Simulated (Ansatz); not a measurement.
The Ga1–H2 bond of CH5GaO (SMILES [CH3][GaH][OH]) is stretched (multiplicity 1, the rest rigid).
Geometry at rest (charge 0, multiplicity 1):
```xyz
8

Ga    -0.2039    -0.2009    -0.1879
H     -1.1241    -1.1816    -0.9986
C      0.2337     1.6848    -0.5235
H      0.7101     1.7996    -1.4987
H      0.9079     2.0550     0.2475
H     -0.6724     2.2933    -0.5268
O      0.5892    -0.8806     1.2853
H      0.3833    -1.8034     1.4613
```

Cores are frozen in the correlated methods. Filled d and f shells under p-block atoms count as core.

The values were computed with Ansatz (Gaussian basis) for Hartree–Fock, density functionals and correlated methods. Values without a source in brackets are computed.

Energies above the point at 1.570 Å (the B3LYP-D3(BJ) bond length), FIC-MRCISD+Q on CASSCF(2,2)/cc-pVTZ (kcal/mol): 5.95 at 1.413 Å; 2.65 at 1.727 Å; 82.95 at 5.025 Å.

Take the last value as the depth D of a Morse curve D(1 − e^(−a(R − R₀)))², fit a and R₀ to the two near points, and test it at 2.120 and 2.748 Å.


With D = 83.0, both near points (counted from the curve's value at 1.570 Å) are met by a = 1.39 Å⁻¹ and R₀ = 1.584 Å, so k = 2Da² = 321 kcal/(mol Å²). The curve then gives 22.8 and 53.3 kcal/mol; the level itself gives 23.3 and 57.1, so Morse is off by -0.5 and -3.9.

Ansatz is an electronic-structure program.
